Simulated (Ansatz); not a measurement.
## Worked example: the step energy

An elementary step of Si$_{2}$H$_{6}$Cl$_{2}$O, closed shell (SiH₂Cl₂ ([Cl][SiH2][Cl]) + SiH₄O ([OH][SiH3]) → Si₂H₄Cl₂O ([SiH3][O][SiH]([Cl])[Cl]) + H₂; Si–H, H–O broken or loosened, Si–O, H–H formed or tightened). “Start” and “end” are the PBE0-D4/def2-TZVP structures reached by relaxing down either side of its saddle point, with the molecules still in contact.

Ansatz 0.2.0; basis: def2-TZVPP and def2-QZVPP; cores frozen in the correlated methods.

Energies in eV:

| quantity | end | start |
| --- | --- | --- |
| Hartree–Fock, triple zeta (X = 3) | -42871.18897 | -42870.14936 |
| Hartree–Fock, quadruple zeta (X = 4) | -42872.52051 | -42871.45065 |
| MP2 correlation, X = 3 | -24.02710 | -23.99863 |
| MP2 correlation, X = 4 | -26.19645 | -26.17292 |
| CCSD(T) correlation, X = 3 | -26.79739 | -26.83121 |

Question: Work out the step energy at the basis limit: extrapolate Hartree–Fock as E(X) = E∞ + A exp(−7.88 √X) and the MP2 correlation as E(X) = E∞ + B X^−2.97 (the exponents that Neese and Valeev fitted for def2-TZVPP and QZVPP), then add CCSD(T) − MP2 in triple zeta.

Answer: Each step is linear, so take the differences first (end − start): Hartree–Fock -1.03961 (X = 3) and -1.06986 (X = 4); MP2 correlation -0.02847 and -0.02353; CCSD(T) correlation 0.03382.
Two points give E∞ = E(4) + w [E(4) − E(3)], with w = 1/(exp(7.88 (2 − √3)) − 1) = 0.1377 for Hartree–Fock and w = 1/((4/3)^2.97 − 1) = 0.7407 for the correlation.
Hartree–Fock: -1.06986 + 0.1377 × (-0.03025) = -1.0740 eV.
MP2 correlation: -0.02353 + 0.7407 × 0.00494 = -0.0199 eV.
CCSD(T) − MP2: 0.03382 − (-0.02847) = 0.0623 eV.
Sum: -1.0740 + (-0.0199) + 0.0623 = -1.0316 eV, or -23.79 kcal/mol. Plain CCSD(T) in triple zeta gives -1.0058 eV, so the larger basis shifts the result by -0.0258 eV.

The T1 diagnostic stays at or below 0.011.

Labels in which every atom is bracketed show which atoms are joined, not bond orders.

For scale, one of the runs: CCSD(T)/def2-TZVPP, 283 basis functions (an equivalent command: `ansatz run in.yaml --threads 8`). Time: 2.7 min of wall clock on 8 CPU threads; the host was shared. Peak host memory: 7.5 GiB.
